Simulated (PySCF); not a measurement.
These are B3LYP-D3(BJ)/def2-TZVP // PBE-D3(BJ)/def2-SVP (PySCF) values and carry that method's errors. All species are isolated molecules in the gas phase. B3LYP has the VWN-RPA correlation part, as in Gaussian. 

Reference species: [Hf(F)4] (neutral, multiplicity 1).

```yaml
mean_distance_from_the_central_atom_to_its_bonded_neighbours: 1.915 Å
coordination_number: 4
```

Changed species: [Hf(F)3(Cl)] (Y = Cl; the reference has Y = F).

Predict the effect on the mean distance from the central atom to its bonded neighbours and coordination number.

the mean distance from the central atom to its bonded neighbours goes up by 0.107 Å, to 2.022 Å; the coordination number hardly moves.
